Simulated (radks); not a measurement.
Task: The lead ion Pb17+, [Kr] 4d10 4f14 5s2 5p3. Calculated with a radial shooting solver on a logarithmic mesh with Libxc functionals: non-relativistic Kohn-Sham, PBE, spin-polarised, spherical densities, point nucleus. Every spin shell is full or empty, so the densities are truly spherical. Functionals are evaluated on that one density, not self-consistently. Rank these orbital-free kinetic functionals by their error against the exact value of the orbitals, and give that value: Thomas-Fermi, von Weizsacker, TF + vW, TF + vW/9, TF + vW/5, APBEK, Thakkar, Pearson, LKT, PG1, DePristo-Kress, Ernzerhof.

Result: Exact: 19424.1 hartree. From best to worst, with 100 (|E| - |E exact|)/|E exact| (equal figures are ties): APBEK +0.03, DePristo-Kress -0.21, Ernzerhof -0.47, TF + vW/9 -0.69, Thakkar -0.79, Pearson -0.85, TF + vW/5 +2.45, Thomas-Fermi -4.62, PG1 +12.41, LKT +15.91, TF + vW +30.75, von Weizsacker -64.64.
